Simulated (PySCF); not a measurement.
NMR data simulated for an unnamed compound:

1H NMR (300 MHz, computed): δ 5.22 (t, 2H), 5.13 (s, 3H), 4.14 (t, 2H).

13C{1H} NMR (computed): δ 131.5 (C), 60.6 (CH2).

Method: geometry: GFN2-xTB, shielding tensors at PBE0/pcSseg-1 (GIAO), in PySCF 2.14 (non-relativistic, gas phase, a single conformation, fast rotation and ring inversion assumed for equivalent nuclei).

δ = σ(ref) − σ, references computed at the same level: 1H and 13C vs TMS.

Which of these does the molecule contain: a tert-butyl group, a heteroaromatic ring, a C≡C triple bond, a Si–H bond, a CF3 group?

## Answers


- A tert-butyl group: no.
- A heteroaromatic ring: no.
- A C≡C triple bond: no.
- A Si–H bond: yes (δH 5.22 (t)).
- A CF3 group: yes (δC 131.5).

The data belong to `InChI=1S/C2H7F3O2Si2/c3-2(4,5)6-1-9-7-8/h1,9H2,8H3`; they needn't prove each group on their own.

Carbon signals by region: 1 in the sp2 and nitrile region (100–160 ppm), 1 at 50–100 ppm.

Splittings by 19F in the carbon and heteronuclear signals aren't shown, as no couplings were computed. Shifts are as computed. Against solution values, carbons near 30 ppm lie about +3 ppm off and those near 130 ppm about +5 ppm. Of 1211 compounds with measured shifts, 218 miss one by over three times the rms of a fit or turn the order of signals round; such compounds aren't used in these exercises. Multiplicities follow the n + 1 count of equivalent neighbours, as no J values were calculated; m marks all less simple cases, F and P coupling included.
